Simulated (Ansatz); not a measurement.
Spectroscopic constants of BeCl, multiplicity 2 (the spin of the measured ground state).

Seven points along R, fitted to fifth degree in 1/R; most abundant isotopes. Runs in def2 and cc sets follow the lowest solution found near the PBE0 minimum.

Correlated levels freeze the inner cores; with def2 sets outer-core shells near the valence are correlated too. CBS: X⁻³ extrapolation of the correlation energy, Hartree–Fock from the larger set.

Programs: Ansatz (an electronic-structure program) with Gaussian orbitals. Each number belongs to the level named beside it.

Quantity: r_e, from seven points a level.

Costs are ratios of core time to PBE/def2-TZVPP (roughly 6 s), for whole runs (searches for the state included, and forces where a run took them) on one shared machine, so rough; each error counts from the measured 1.7971 Å [Huber and Herzberg (1979), NIST Chemistry WebBook].

```
level                                          basis functions  cost
---------------------------------------------  ---------------  ----
PBE/def2-TZVPP                                              61    ×1
PBE0/def2-TZVPP                                             61    ×1
BHLYP/def2-TZVPP                                            61    ×1
CAM-B3LYP/def2-TZVPP                                        61    ×2
r2SCAN/def2-TZVPP                                           61    ×2
CCSD(T)/def2-TZVPP                                          61    ×3
wB97X-V/def2-TZVPP                                          61    ×4
B97M-V/def2-TZVPP                                           61    ×4
CCSD(T)/aug-cc-pV(T+d)Z                                    101   ×10
CCSD(T)/def2-QZVPP                                         106   ×20
CCSD(T)/aug-cc-pV(Q+d)Z                                    169   ×60
CCSD(T)/CBS(aug-cc-pV(T+d)Z, aug-cc-pV(Q+d)Z)                -   ×70
```

Which is the cheapest listed level whose error stays within 0.005 Å?

none of those listed.

With a budget of 30 times the cost of PBE/def2-TZVPP, which level comes closest?

CCSD(T)/def2-QZVPP, at 0.008 Å; next is CAM-B3LYP/def2-TZVPP at 0.011 Å.

What does the step from CCSD(T)/aug-cc-pV(T+d)Z to CCSD(T)/aug-cc-pV(Q+d)Z cost and buy?

101 to 169 functions, cost ×5 (rough); the error goes from 0.017 to 0.010 Å.

Each error (Å): PBE/def2-TZVPP 0.024; PBE0/def2-TZVPP 0.015; BHLYP/def2-TZVPP 0.012; CAM-B3LYP/def2-TZVPP 0.011; r2SCAN/def2-TZVPP 0.020; CCSD(T)/def2-TZVPP 0.027; wB97X-V/def2-TZVPP 0.020; B97M-V/def2-TZVPP 0.013; CCSD(T)/aug-cc-pV(T+d)Z 0.017; CCSD(T)/def2-QZVPP 0.008; CCSD(T)/aug-cc-pV(Q+d)Z 0.010; CCSD(T)/CBS(aug-cc-pV(T+d)Z, aug-cc-pV(Q+d)Z) 0.007.
